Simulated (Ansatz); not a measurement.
System: SiNH₃F, charge 0, doublet. SiNH3F (SMILES N[SiH]F, doublet).
B3LYP-D3(BJ)/def2-TZVP minimum from Ansatz (an electronic-structure program):
```
N
H 1 1.0082
H 1 1.0089 2 111.70
Si 1 1.7148 2 122.35 3 152.93
F 4 1.6141 1 108.64 2 62.13
H 4 1.4928 5 108.76 1 -114.80
```
Charge 0, spin multiplicity 2.

Quantity: atomisation energy (electronic, to ground-state atoms), in kcal/mol. Open shells are spin-unrestricted; no spin-orbit coupling. Correlated methods leave the cores frozen. Rows without X2C or -DK are non-relativistic. CBS(X,Y): correlation extrapolated as X^-3, Hartree-Fock from the larger set. A bracket is a step between two methods taken in the basis named. 'core' is core correlation in cc-pwCVTZ (1s frozen past Ne), 'X2C' scalar relativity in cc-pVTZ-DK, both at CCSD(T). For partners of very few electrons the exact lower level stands in for a higher one.

| level | program | atomisation energy (kcal/mol) |
|---|---|---|
| MP2/cc-pV(Q+d)Z | Ansatz | 486.1 |
| MP2/CBS(cc-pV(T+d)Z,cc-pV(Q+d)Z) | Ansatz | 492.6 |
| CCSD(T)/CBS(cc-pV(T+d)Z,cc-pV(Q+d)Z) + core + X2C | Ansatz | 482.1 |

Task: Estimate the value at CCSD(T)/CBS(cc-pV(T+d)Z,cc-pV(Q+d)Z) + [CCSDT(Q) - CCSD(T)]/cc-pV(D+d)Z + core + X2C (Ansatz).

Result: 482.8 kcal/mol; the difference of CCSD(T)/CBS(cc-pV(T+d)Z,cc-pV(Q+d)Z) + core + X2C is -0.7 kcal/mol.
